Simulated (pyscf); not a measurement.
Structures and frequencies: ωB97X-D3(BJ)/def2-SVP in PySCF. Correlated levels are frozen-core, on RHF or UHF. ΔMP2 is the change of the MP2 total energy from the triple- to the quadruple-zeta basis. Singlets are restricted, triplets unrestricted.

Singlet (Å):
```xyz
5

C      1.0326     0.9186    -0.3073
Ga     0.0280    -0.6731    -0.5237
H      0.7424     1.9348     0.0114
H     -0.4888    -1.0103    -1.9566
H      0.0199    -1.6818     0.6667
```

Triplet (Å):
```xyz
5

C      0.7200     1.0260    -0.0779
Ga     0.0439    -0.7117    -0.5213
H      1.0163     2.0593    -0.2887
H     -0.3774    -1.0043    -2.0017
H     -0.0622    -1.7772     0.6158
```

Q: For these two minima of :HC–GaH₂ (SMILES [CH][GaH2]), which spin state lies lower at CCSD(T)/def2-TZVPP + ΔMP2(QZVPP), and by how much (electronic energies)?

A: The triplet, by 13.9 kcal/mol. Zero-point energy shifts E(triplet) − E(singlet) by 0.0 kcal/mol. Other isomers of :HC–GaH₂ [triplet] were not searched in full and may lie lower. 

E(triplet) − E(singlet) by level (kcal/mol):

```tsv
level	gap
ωB97X-D3(BJ)/def2-TZVP	-14.7
PBE/def2-TZVP	-15.1
r²SCAN/def2-TZVP	-21.5
B3LYP-D3(BJ)/def2-TZVP	-14.7
PBE0-D3(BJ)/def2-TZVP	-19.9
M06-2X/def2-TZVP	-18.5
ωB97M-D3(BJ)/def2-TZVP	-14.2
HF/def2-TZVP	-35.0
MP2/def2-QZVPP	-17.8
CCSD/def2-TZVPP	-17.4
CCSD(T)/def2-TZVPP	-15.5
CCSD(T)/def2-TZVPP + ΔMP2(QZVPP)	-13.9
```

The triplet is the lowest one reached from the SCF start used. A restricted singlet here is unstable towards spin polarisation, as is usual where a triplet lies low; its energy is less safe. The CCSD(T) − MP2 part came from Ansatz, without density fitting, on the same reference. The frozen core leaves the outer d or s,p core shells of the metals and heavy elements correlated in the MP2 and CC values, and def2-TZVPP describes them poorly, which can shift differences by a few kcal/mol. Elements up to Kr have no core potential and no relativistic terms here.
